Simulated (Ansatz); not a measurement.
Species: C$_{4}$H$_{5}$GeO, net charge 0, doublet state. It need not be the lowest isomer of its formula. 
Coordinates optimised at B3LYP-D3(BJ)/def2-TZVP (Ansatz, a program for electronic structure):
```xyz
11

Ge     1.5068     0.1617     0.0510
C     -0.4266     0.0409    -0.0151
C     -1.4289     0.9620    -0.0575
C     -2.6862     0.2629    -0.0954
C     -2.3184    -1.0382    -0.0719
O     -1.0112    -1.2341    -0.0249
H      1.8426     1.6600     0.0503
H      2.0391    -0.5052     1.3289
H      2.1260    -0.5258    -1.1758
H     -1.2964     2.0319    -0.0617
H     -3.6795     0.6711    -0.1332
```
Charge 0, spin multiplicity 2.

Basis-set convergence of Hartree-Fock and MP2 correlation energies (hartree) with Ansatz. Valence correlation only, unless marked. UHF or UKS for open shells. No spin-orbit coupling. The frozen core is the preceding noble-gas configuration, with the filled d and f shells of earlier blocks. No relativistic terms.

The UHF reference is spin-contaminated (<S^2> 0.34 over the pure value in the largest basis). 

| basis | functions | E(HF) | E(corr, MP2) |
|---|---|---|---|
| cc-pVDZ | 122 | -2304.48072 | -0.74933 |
| cc-pVTZ | 263 | -2304.61619 | -0.92452 |
| cc-pVQZ | 493 | -2304.63512 | -0.98803 |

Extrapolating the two largest sets (X = 3 and 4) as X^-3: E(corr) = (64·(-0.98803) - 27·(-0.92452))/37 = -1.0344 Eh, an estimate of the basis-set limit. The largest set recovers 95.5 % of it, the smallest 72.4 %.
